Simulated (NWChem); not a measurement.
# MgH2S; SMILES [MgH][SH]

Task: Give the equilibrium geometry at PBE0/def2-SVP (NWChem) as a list of bonds and angles, with the point group.

Result: point group Cs; any orientation.
Bonded distances (Å): Mg1–H2 1.694, Mg1–S3 2.319, S3–H4 1.353. Angles (°): H2–Mg1–S3 179.0, Mg1–S3–H4 93.3.
